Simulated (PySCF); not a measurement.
Si(H)2(Br)(OEt) (C2H7BrOSi), SMILES CCO[SiH2]Br. Heavy atoms are numbered as in [SiH2:1]([Br:2])[O:3][CH2:4][CH3:5]. Hydrogens are named by the atom that carries them.

Geometry: PBE0-D3(BJ)/def2-SVP. One conformer was computed; it need not be the lowest.

These are HF/def2-TZVP (PySCF) values and carry that method's errors.

Atomic charges (e), one atom of each kind:

```json
[
 {"atom": "Si1 (SiH2)", "Löwdin": "-0.01", "IAO": "1.15", "Mulliken": "0.64"},
 {"atom": "Br2", "Löwdin": "0.13", "IAO": "-0.33", "Mulliken": "-0.31"},
 {"atom": "O3", "Löwdin": "0.02", "IAO": "-0.73", "Mulliken": "…"},
 {"atom": "C4 (CH2)", "Löwdin": "-0.33", "IAO": "0.04", "Mulliken": "…"},
 {"atom": "C5 (CH3)", "Löwdin": "-0.29", "IAO": "-0.36", "Mulliken": "…"},
 {"atom": "H on Si1", "Löwdin": "-0.06", "IAO": "-0.19", "Mulliken": "-0.04"},
 {"atom": "H on C4", "Löwdin": "0.11", "IAO": "0.10", "Mulliken": "0.08"},
 {"atom": "H on C5", "Löwdin": "0.12", "IAO": "0.13", "Mulliken": "…"}
]
```

**Question.** Complete the blanks. (An estimate is asked for; the answer gives what the named calculation found.)

**Answer.** 
- O3, Mulliken: -0.50
- C4 (CH2), Mulliken: 0.04
- C5 (CH3), Mulliken: -0.29
- H on C5, Mulliken: 0.11

**Question.** Give the Mayer and Wiberg (Löwdin basis) orders of the bonds. (Estimate from the structure and the level; the computed values follow.)

**Answer.** 
```csv
bond,Mayer,Wiberg
Si1–Br2,1.05,1.71
Si1–O3,1.13,1.55
O3–C4,0.88,1.44
C4–C5,1.01,1.32
```
